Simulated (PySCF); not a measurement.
## Computed properties of 1-hydroxyboretane (C3H7BO), SMILES OB1CCC1

C3H7BO, SMILES B1(O)CCC1. Geometry optimised at PBE0-D3(BJ)/def2-SVP. The values are those of a single conformer. All values are computed for the isolated molecule unless a solvent is named; none is compared with measurement here.

**Structure.** All 30 harmonic modes at PBE0-D3(BJ)/def2-SVP (PySCF) are real, so it is a minimum. With heavy atoms numbered as in [OH:1][B:2]1[CH2:3][CH2:4][CH2:5]1, the shortest bond between them is O1–B2 at 1.347 Å and the longest B2–C5 at 1.588 Å.

**Vibrations.** The strongest infrared lines (harmonic, unscaled, degenerate partners summed) lie at 1510 cm⁻¹ (313 km/mol, B 57 %, H 19 %, O 15 %, C 9 %), 3891 cm⁻¹ (75 km/mol, H 94 %), 667 cm⁻¹ (71 km/mol, H 81 %, C 11 %). The softest mode is at 91 cm⁻¹ and the zero-point energy is 63.2 kcal/mol.

**Electronic structure.** M06-2X/def2-TZVP (PySCF) places the frontier levels at -9.13 and 1.21 eV, a gap of 10.34 eV, and gives a dipole moment of 1.43 D and a mean polarisability of 50.6 bohr³. PBE/def2-TZVP (PySCF) at the same geometry gives -6.47 and -0.68 eV, so its gap is 4.55 eV narrower. An orbital gap is neither the optical nor the fundamental gap.

**Excitations.** TDA-M06-2X/def2-SVPD (PySCF) has S1 at 6.32 eV (196 nm, f = 0.000, dark); the most intense of the 10 singlets computed lies at 7.77 eV (f = 0.05). T1 (TDA) is at 5.91 eV, 0.41 eV under S1. TDA-PBE/def2-SVPD (PySCF) puts S1 at 5.98 eV. No vertical singlet excitation falls in the visible range (under 3.1 eV).

**NMR.** GIAO shifts at PBE0/pcSseg-1 (PySCF) (non-relativistic, atoms alike by connectivity averaged): ¹³C from 15.8 to 23.5 ppm against TMS; ¹H from 1.5 to 5.6 ppm against TMS; ¹¹B at 43.4 ppm against BF3.
